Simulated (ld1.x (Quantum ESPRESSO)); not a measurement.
# chromium: one change to a PAW potential, before and after

```
Element                 : Cr
Generator               : ld1.x (Quantum ESPRESSO) 7.5
Type                    : PAW
Functional              : PBE
Relativity              : non-relativistic
Frozen core             : [Ar]
Valence charge          : 6
Reference configuration : 3d5 4s0.75 4p0 (charge +0.25)
Partial waves           : 4s (bound): rcut 2.40, rcutus 2.95 bohr; 4s channel at 1.55 Ry: rcut 2.40, rcutus 2.95 bohr; 4p (bound, empty): rcut 2.85, rcutus 3.20 bohr; 4p channel at 4.1 Ry: rcut 2.85, rcutus 3.20 bohr; 3d (bound): rcut 1.15, rcutus 1.60 bohr; 3d channel at -0.05 Ry: rcut 1.15, rcutus 1.60 bohr
Local potential         : all-electron potential smoothed inside 1.40 bohr (lloc = -2)
Core correction         : a·sin(br)/r model core inside 0.80 bohr
Augmentation charge     : PSQ, inside the norm-conserving radii
```

All-electron outer shells of the reference configuration (PBE, non-relativistic, ld1.x):

| shell | level (eV) | outermost node (bohr) | outermost maximum (bohr) |
| --- | --- | --- | --- |
| 3p | -46.70 | 0.33 | 0.80 |
| 4s | -5.30 | 1.13 | 2.74 |
| 3d | -4.59 | – | 0.84 |
| 4p | -2.12 | 1.25 | 3.70 |

Change: waves 4s (bound): rcut 2.40, rcutus 4.12 bohr; 4s channel at 1.55 Ry: rcut 2.40, rcutus 4.12 bohr.

Cutoffs: the cutoffs (Ry, on a coarse ladder) from which the occupation-weighted sum of valence levels, in a spherical-Bessel basis at the reference potential, stays within 10 and 1 mRy of its value at 400 Ry; they do not see the model core or the augmentation charge, which bear on the density cutoff. Errors are all-electron minus pseudo energies relative to the spin-unpolarised reference configuration.

Task: What does the change do?

Result: The potential gets neither clearly harder nor softer (40 Ry and 70 Ry → 40 Ry and 70 Ry); of the 7 tests that both files solve, the error grows in 1 and shrinks in 1 by more than 15 % and 0.3 meV (median size 4.1 → 4.0 meV); neither file shows a bound ghost at the reference potential, the only one tested.

| quantity | base | changed |
| --- | --- | --- |
| cutoff, loose | 40 Ry | 40 Ry |
| cutoff, tight | 70 Ry | 70 Ry |
| bound ghosts | none | none |
| error for 3d5 4s1 4p0, meV [ΔE -1.15 eV] | -0.3 | +1.6 |
| error for 3d5 4s0 4p0, meV [ΔE 5.63 eV] | -4.1 | -4.0 |
| error for 3d4 4s0 4p0, meV [ΔE 21.78 eV] | -119 | -119 |
| error for 3d2 4s0 4p0, meV [ΔE 101.33 eV] | -3605 | -3606 |
| error for 3d5 4s0 4p1, meV [ΔE 1.88 eV] | -0.5 | -0.5 |
| error for 3d5 4s0.5 4p0, meV [ΔE 1.50 eV] | -0.5 | +0.4 |
| error for 3d5.5 4s0.5 4p0, meV [ΔE -0.50 eV] | -6.0 | -4.1 |
| lowest overlap eigenvalue by channel | s 0.49, p 0.26, d 0.89 | s 0.04, p 0.26, d 0.89 |

Base: These tests converged, but a pseudo level misses the all-electron one widely, so the file describes the atom poorly there or has found another state: 3d2 4s0 4p0: empty 4s by 11.0 eV (a node warning on the way).
